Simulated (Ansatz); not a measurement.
`O[SiH2]N[SiH2]Cl` + `F[Si](F)(S)Cl` → `O[SiH2]S` + `F[Si](F)(Cl)N[SiH2]Cl`  (redistribution)

Calculated with Ansatz (gas phase, PBE0-D4/def2-TZVP geometries, no zero-point term in ΔE). CCSD(T)/CBS adds triple-zeta CCSD(T) − MP2 to the extrapolated MP2 energy (def2 sets, frozen cores). This one scheme is used for every species. Functionals use def2-TZVPP. One conformer a species, not always the lowest.

```tsv
level	ΔE (kcal/mol)
ωB97X-V	-3.3
r2SCAN	-3.4
MP2/def2-QZVPP	-3.0
HF/CBS(def2)	-4.6
```

Task: What does CCSD(T)/CBS give? (Best estimate.)

Result: The calculation gave: -3.3 kcal/mol. The listed levels differ from it by 0.0, -0.1, 0.3, -1.3 kcal/mol.

Largest T1 diagnostic among the species: 0.011.

In def2-TZVPP, CCSD(T) changes the Hartree–Fock value by +1.1 kcal/mol (the triples alone add +0.2 kcal/mol) and MP2 by +1.5 kcal/mol.
